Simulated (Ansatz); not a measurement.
NiPt2. The state is a triplet with charge 0. Geometry PBE0-D4/def2-TZVP; atoms count from 1.

Cartesian coordinates in Å:
```
Pt -0.790 -0.699 0.928
Pt 0.787 -0.730 -0.906
Ni 0.003 1.429 -0.022
```

In the def2 sets Pt takes a core potential; there is no spin–orbit coupling. The structure comes from a short search, and lower isomers may exist.

(1) Estimate the Mulliken populations from the PBE0/def2-TZVP orbitals of Ansatz.

(2) Where does the spin sit?

(3) And the Mayer bond orders between heavy atoms (over 0.3)?

Results:

(1) 
```json
{"atom": "Pt1", "charge (e)": "-0.10", "spin (α − β)": "0.56", "d electrons": "9.08"}
{"atom": "Pt2", "charge (e)": "-0.10", "spin (α − β)": "0.56", "d electrons": "9.08"}
{"atom": "Ni3", "charge (e)": "0.20", "spin (α − β)": "0.88", "d electrons": "9.05"}
```
Mulliken values depend strongly on the basis.

(2) Summed by element: Pt 1.12, Ni 0.88, of 2 unpaired in all. Largest on single atoms: Ni3 0.88, Pt1 0.56, Pt2 0.56.

(3) Pt1–Pt2 1.30 (2.42 Å); Pt1–Ni3 0.66 (2.46 Å); Pt2–Ni3 0.66 (2.46 Å).
